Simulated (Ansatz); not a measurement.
Si2Mo2. The state is a singlet with charge 0. Geometry PBE0-D4/def2-SVP.

```xyz
4

Mo   -0.1437    0.3981    1.3095
Mo   -1.0727    0.6561   -0.5594
Si   -0.1221   -1.5296   -0.1504
Si    1.3385    0.4755   -0.5997
```

In the def2 sets Mo takes a core potential; there is no spin–orbit coupling. LC-ωPBE has ω = 0.4 bohr⁻¹. The structure comes from a short search, and lower isomers may exist.

Question: Estimate the orbital energies around the gap (eV) in Ansatz with PBE-D4/def2-SVP, PBE-D4/def2-TZVP, PBE0-D4/def2-TZVPD, LC-ωPBE/def2-TZVP, ωB97M-V/def2-TZVP.

Answer: 
```tsv
orbital	PBE-D4/def2-SVP	PBE-D4/def2-TZVP	PBE0-D4/def2-TZVPD	LC-ωPBE/def2-TZVP	ωB97M-V/def2-TZVP
HOMO−13	-39.97	-40.00	-43.10	-45.83	-45.76
HOMO−12	-39.60	-39.64	-42.62	-45.25	-45.24
HOMO−11	-39.53	-39.57	-42.58	-45.25	-45.22
HOMO−10	-38.48	-38.54	-41.44	-44.08	-44.09
HOMO−9	-12.46	-12.33	-13.88	-17.04	-16.31
HOMO−8	-9.94	-9.86	-11.22	-14.09	-13.57
HOMO−7	-7.20	-7.14	-8.12	-10.52	-10.15
HOMO−6	-6.66	-6.61	-7.52	-9.79	-9.45
HOMO−5	-6.38	-6.31	-7.19	-9.42	-9.10
HOMO−4	-6.24	-6.18	-6.92	-8.76	-8.48
HOMO−3	-5.65	-5.57	-6.40	-8.53	-8.13
HOMO−2	-4.90	-4.86	-5.78	-8.07	-7.75
HOMO−1	-4.85	-4.80	-5.69	-8.00	-7.75
HOMO	-4.71	-4.65	-5.51	-7.38	-7.08
LUMO	-3.49	-3.44	-2.33	-0.20	-0.51
LUMO+1	-3.02	-2.98	-2.09	-0.12	-0.30
LUMO+2	-2.58	-2.55	-1.81	-0.01	-0.21
LUMO+3	-2.54	-2.50	-1.75	0.28	0.01
LUMO+4	-2.41	-2.39	-1.71	0.30	0.11
LUMO+5	-2.10	-2.10	-1.46	0.50	0.28
```
